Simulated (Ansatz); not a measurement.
Basis-set series for CH5FO2Zr, SMILES `[CH3][Zr]([OH])([OH])[F]`. The species carries charge 0 and has multiplicity 1. Zr takes the def2 core potential. All single points use the PBE0-D4/def2-TZVP geometry. It is one conformer, not always the lowest.

| functional | basis | functions | energy (Eh) | HOMO (eV) | LUMO (eV) |
| --- | --- | --- | --- | --- | --- |
| PBE0-D4 | def2-TZVPP | 250 | -338.50527 | -7.48 | -0.22 |
| PBE0-D4 | def2-QZVPP | 459 | -338.52525 | -7.50 | -0.34 |
| ωB97M-V | def2-TZVPP | 250 | -338.64265 | -9.76 | 0.61 |
| ωB97M-V | def2-QZVPP | 459 | -338.66164 | -9.78 | 0.40 |

(1) Give the rows for def2-SVP. (Estimate.)

Answers

(1) Computed: 
```json
{"functional": "PBE0-D4", "basis": "def2-SVP", "functions": "112", "energy (Eh)": "-338.13879", "HOMO (eV)": "-7.38", "LUMO (eV)": "-0.04"}
{"functional": "ωB97M-V", "basis": "def2-SVP", "functions": "112", "energy (Eh)": "-338.26573", "HOMO (eV)": "-9.64", "LUMO (eV)": "0.91"}
```

Positive LUMOs are unbound and depend on the basis.
